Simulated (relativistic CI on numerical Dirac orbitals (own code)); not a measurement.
Computed by Dirac-Coulomb-Breit CI, orbitals from a KLI potential per configuration, a model potential for QED, unscaled Slater integrals (own radial code, finite nucleus).

CI space (outside the closed core 1s2): 2s, 2p, 3s, 3p, 3d, 4s, 4p, 4d, 4f, 5s, 5p, 5d, 5f, 5g, 6s, 6p, 6d. Levels of other configurations are missing.

At this charge energies of transitions that change n are usually good to better than 1 %, and those within a shell (Δn = 0) to a few per cent.

Outline of the computed level scheme of Br XXXIII. Lowest level of each configuration: 2s 2S_1/2 at 0.00 eV; 2p 2P°_1/2 at 69.02 eV; 3s 2S_1/2 at 2170.96 eV; 3p 2P°_1/2 at 2190.12 eV; 3d 2D_3/2 at 2214.12 eV; 4s 2S_1/2 at 2920.34 eV; 4p 2P°_1/2 at 2928.22 eV; 4d 2D_3/2 at 2938.29 eV; 4f 2F°_5/2 at 2940.71 eV.

Some strong electric-dipole decays among the lowest 15 levels: 3d 2D_5/2 → 2p 2P°_3/2 (7.7e+13 s⁻¹); 3d 2D_3/2 → 2p 2P°_1/2 (6.6e+13 s⁻¹); 3p 2P°_1/2 → 2s 2S_1/2 (2.7e+13 s⁻¹); 3p 2P°_3/2 → 2s 2S_1/2 (2.6e+13 s⁻¹); 4d 2D_5/2 → 2p 2P°_3/2 (2.5e+13 s⁻¹); 4d 2D_3/2 → 2p 2P°_1/2 (2.2e+13 s⁻¹); 4f 2F°_7/2 → 3d 2D_5/2 (1.6e+13 s⁻¹); 4f 2F°_5/2 → 3d 2D_3/2 (1.5e+13 s⁻¹).
